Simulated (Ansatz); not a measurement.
C2H3FOSi, SMILES `C#C[SiH](O)F`. The species carries charge 0 and has multiplicity 1.

```xyz
8

C     2.065    0.482    0.339
C     0.925    0.283    0.000
Si   -0.809    0.020   -0.485
O    -1.696   -0.483    0.780
F    -0.799   -1.072   -1.642
H     3.075    0.657    0.634
H    -1.443    1.239   -1.007
H    -1.319   -1.126    1.382
```

(1) What are the harmonic wavenumbers in cm⁻¹ at PBE0-D4/def2-TZVP (Ansatz, finite differences of forces, unscaled)? (Best estimate.)

(2) Is this a minimum?

(3) Give the ideal-gas thermochemistry at 298.15 K and 1 bar (rigid rotor, harmonic oscillator; point group C1, symmetry number 1).

(4) Rotational constants (cm⁻¹)?

Results:

(1) Ansatz gave: 130, 165, 235, 310, 381, 412, 632, 741, 745, 782, 842, 876, 895, 978, 2170, 2318, 3463, 3924.

(2) Yes, all 18 modes are real.

(3) Zero-point energy 119.6 kJ/mol; H(298) − E = 138.7 kJ/mol; entropy 326.9 J/(mol·K), of which translation 165.0, rotation 110.4, vibration 51.5; G(298) − E = 41.2 kJ/mol.

(4) 0.2236, 0.09827, 0.07528.
